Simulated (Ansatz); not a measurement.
# A basis-limit estimate, worked out

An elementary step of SiNH₇F₂, closed shell (SiNH₅ ([NH2][SiH3]) + HF + HF → SiNH₄F ([NH2][SiH2][F]) + HF + H₂; bonds formed: Si1–F7, H2–H8, H6–F9; bonds broken: Si1–H2, H6–F7, H8–F9). “Start” is the structure reached by relaxing down from the saddle towards the reactants; PBE0-D4/def2-TZVP structures. The saddle:

```
11
angstrom
Si -0.3309 -0.6762 0.0888
H 1.1531 -0.3659 0.7948
H -0.0889 -1.5975 -1.0395
H -0.4735 -1.5853 1.2741
N -1.6787 0.3058 0.3528
H 1.3285 0.9332 -0.9969
F 0.2211 0.7144 -1.1761
H 1.7471 0.1434 0.2820
F 2.3397 0.8912 -0.4983
H -2.3013 0.1288 1.1204
H -1.9163 1.1082 -0.2020
```

Program: Ansatz 0.2.0. Basis: def2-TZVPP and def2-QZVPP. Cores are frozen in the correlated methods.

Energies in eV:

| quantity | saddle | start |
| --- | --- | --- |
| Hartree–Fock, triple zeta (X = 3) | -14868.76778 | -14870.72447 |
| Hartree–Fock, quadruple zeta (X = 4) | -14869.34930 | -14871.30677 |
| MP2 correlation, X = 3 | -25.37492 | -24.58016 |
| MP2 correlation, X = 4 | -27.49617 | -26.69990 |
| CCSD(T) correlation, X = 3 | -26.94771 | -26.22484 |

**Question.** Work out the barrier at the basis limit: extrapolate Hartree–Fock as E(X) = E∞ + A exp(−7.88 √X) and the MP2 correlation as E(X) = E∞ + B X^−2.97 (the exponents that Neese and Valeev fitted for def2-TZVPP and QZVPP), then add CCSD(T) − MP2 in triple zeta.

**Answer.** Each step is linear, so take the differences first (saddle − start): Hartree–Fock 1.95669 (X = 3) and 1.95747 (X = 4); MP2 correlation -0.79476 and -0.79627; CCSD(T) correlation -0.72287.
Two points give E∞ = E(4) + w [E(4) − E(3)], with w = 1/(exp(7.88 (2 − √3)) − 1) = 0.1377 for Hartree–Fock and w = 1/((4/3)^2.97 − 1) = 0.7407 for the correlation.
Hartree–Fock: 1.95747 + 0.1377 × 0.00078 = 1.9576 eV.
MP2 correlation: -0.79627 + 0.7407 × (-0.00151) = -0.7974 eV.
CCSD(T) − MP2: -0.72287 − (-0.79476) = 0.0719 eV.
Sum: 1.9576 + (-0.7974) + 0.0719 = 1.2321 eV, or 28.41 kcal/mol. Plain CCSD(T) in triple zeta gives 1.2338 eV, so the larger basis shifts the result by -0.0017 eV.

No T1 diagnostic of these runs exceeds 0.012.

Labels in which every atom is bracketed show which atoms are joined, not bond orders.

For scale, one of the runs: CCSD(T)/def2-TZVPP, 233 basis functions, launched by `ansatz run in.yaml --threads 4 --pin off --events-out ev --progress --plain --max-ram 9574MiB`. Hardware: 4 CPU threads of an Intel Xeon, shared host. Wall time 2.3 min; peak host memory 4.3 GiB.
